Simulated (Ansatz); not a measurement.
Stretching the Se2–H6 bond in H4SeSi (SMILES [SiH3][SeH]) (multiplicity 1 held, fragments rigid). Energies count from the point at 1.472 Å.
Geometry at that point (charge 0, multiplicity 1):
```json
[
 {"atom": "Si", "x (Å)": "-1.4109", "y (Å)": "-0.5597", "z (Å)": "0.0508"},
 {"atom": "Se", "x (Å)": "0.7062", "y (Å)": "0.3230", "z (Å)": "-0.0277"},
 {"atom": "H", "x (Å)": "-1.6337", "y (Å)": "-1.3177", "z (Å)": "1.3013"},
 {"atom": "H", "x (Å)": "-2.3080", "y (Å)": "0.6138", "z (Å)": "0.0017"},
 {"atom": "H", "x (Å)": "-1.6695", "y (Å)": "-1.4457", "z (Å)": "-1.1051"},
 {"atom": "H", "x (Å)": "1.3547", "y (Å)": "-0.9972", "z (Å)": "0.0329"}
]
```

R- and RO- levels are restricted; in cc, def2 and unpolarised 6-31G sets they are followed outwards from rest. Active spaces are followed from a long bond inwards. Curves can end on different states.

Cores are frozen in the correlated methods. Filled d and f shells under p-block atoms count as core.

Run with Ansatz (Gaussian basis) for Hartree–Fock, density functionals and correlated methods. Values without a source in brackets are computed.

Problem. Estimate the energy at R = 4.711 Å that R-MP2/def2-SVP returns for this input.

Solution. 94.4 kcal/mol

Problem. What energy at R = 4.711 Å does FIC-MRCISD+Q on CASSCF(4,3)/def2-SVP give?

Solution. 79.1 kcal/mol

Problem. Predict the energy at R = 4.711 Å from FIC-NEVPT4(SD) on CASSCF(4,3)/def2-SVP.

Solution. 78.7 kcal/mol

Doubts at one or more of the structures used: a restricted determinant that unrestricted orbitals would lower (R-MP2/def2-SVP); active orbitals that take no part (FIC-NEVPT4(SD) on CASSCF(4,3)/def2-SVP, FIC-MRCISD+Q on CASSCF(4,3)/def2-SVP).

Ansatz is a program for electronic structure.
